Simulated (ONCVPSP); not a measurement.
fluorine (F), ONCV: configuration errors across variants

F (Z = 9), optimised norm-conserving Vanderbilt (ONCV), made with ONCVPSP 4.0.1 (PBE, non-relativistic). Core [He], reference 2s1 2p6. Waves: 2s: rc 0.65 bohr, ncon 4, nbas 9, qcut 9.2 1/bohr, local; 2p: rc 1.40 bohr, ncon 3, nbas 7, qcut 10.2 1/bohr, 2 projectors, debl 0.9 Ha. Local part: the s channel. Core correction: Teter function fitted to the true core (icmod 2), fcfact 0.35.

All-electron excitation energies from the reference (eV): (1) 2s2 2p5 -18.724; (2) 2s2 2p4 0.678; (3) 2s2 2p3 39.072; (4) 2s2 2p4.5 -11.175.

1 further variants failed, have other tests or too few solved ones, and are left out.

Errors AE − PS in meV (a dash: test not solved or not reliable):

| change | (1) | (2) | (3) | (4) | bound ghosts | GHOST(+) flags above zero |
| --- | --- | --- | --- | --- | --- | --- |
| base | +13 | +131 | +512 | +52 | none | none |
| all radii but the core radius scaled by about 0.84 (s 0.54, p 1.18 bohr) | +15 | +88 | +332 | +39 | none | none |
| all radii but the core radius scaled by about 1.06 (s 0.70, p 1.48 bohr) | +12 | +149 | +590 | +57 | none | none |
| all radii but the core radius scaled by about 1.11 (s 0.72, p 1.56 bohr) | +11 | +163 | +653 | +61 | none | none |
| all radii but the core radius scaled by about 1.20 (s 0.78, p 1.68 bohr) | +6.7 | +196 | +803 | +69 | none | none |
| all radii but the core radius scaled by about 1.23 (s 0.80, p 1.72 bohr) | +4.5 | +210 | +868 | +72 | none | none |
| all radii but the core radius scaled by about 1.33 (s 0.86, p 1.86 bohr) | -3.1 | +250 | +1059 | +80 | none | none |

Question: Give the same row for: all radii but the core radius scaled by about 0.90 (s 0.58, p 1.26 bohr).

Answer: +14, +103, +395, +43; bound ghosts: none; GHOST(+) flags above zero: none.
